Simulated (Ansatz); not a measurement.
Consider the substitution at a C–Te bond: `COC(F)[TeH]` + H–F → `COC(F)F` + H₂Te.

Isolated molecules relaxed with PBE0-D4/def2-TZVP in Ansatz; ΔE leaves out vibrations. CBS: MP2 limit from def2 TZ/QZ plus the TZ coupled-cluster correction, frozen cores. This one scheme is used for every species. Functionals use def2-TZVPP. B3LYP here is the variant with VWN-RPA as its local correlation; programs differ in this. Elements past krypton have def2 core potentials. For Te outer-core shells are correlated without core-valence functions, which leaves a few kJ/mol of doubt a bond. One conformer a species, not always the lowest.

`COC(F)[TeH]`:

Z-matrix (Å, degrees):
```
C
O 1 1.421
H 1 1.088 2 106.5
H 1 1.092 2 111.1 3 119.4
H 1 1.096 2 110.6 3 -118.8
C 2 1.359 1 113.7 3 175.1
Te 6 2.163 2 109.3 1 -169.8
F 6 1.378 2 110.4 1 68.0
H 6 1.099 2 112.7 1 -50.4
H 7 1.655 6 91.3 2 -40.2
```

H–F:

Cartesian coordinates in Å:
```
F -0.384 -0.109 0.229
H 0.384 0.109 -0.229
```

`COC(F)F`:

Z-matrix (Å, degrees):
```
C
O 1 1.417
H 1 1.093 2 111.2
H 1 1.096 2 110.9 3 122.1
H 1 1.088 2 106.4 3 -119.3
C 2 1.349 1 113.9 3 -66.8
F 6 1.336 2 107.6 1 -172.4
F 6 1.360 2 111.2 1 70.3
H 6 1.099 2 113.6 1 -50.8
```

H₂Te:

Z-matrix (Å, degrees):
```
Te
H 1 1.656
H 1 1.656 2 90.4
```

Q: Is it downhill or uphill in electronic energy at CCSD(T)/CBS, and by how much? (Estimate.)

A: Ansatz gave: Downhill: ΔE = -13.9 kJ/mol.

Q: What do these levels give: revPBE-D4, BLYP-D4, PBE0-D4, r2SCAN, B3LYP, HF/def2-TZVPP? (Best estimate.)

A: Ansatz gave: revPBE-D4 -14.6, BLYP-D4 -17.5, PBE0-D4 -28.5, r2SCAN -34.6, B3LYP -35.6, HF/def2-TZVPP -65.7 kJ/mol.

Largest T1 diagnostic among the species: 0.012.

Leaving LDA and LC-ωPBE aside and taking each functional with its dispersion term where it has one, the values, not all of them listed here, spread over 26.7 kJ/mol, from B97M-V to revPBE-D4. LDA lies −7.1 kJ/mol from PBE without D4. In def2-TZVPP, CCSD(T) changes the Hartree–Fock value by +39.0 kJ/mol (the triples alone add +5.8 kJ/mol) and MP2 by +51.0 kJ/mol. From r2SCAN to r2SCAN0 (25 % exact exchange), in def2-TZVPP and without D4, ΔE moves by −4.1 kJ/mol.
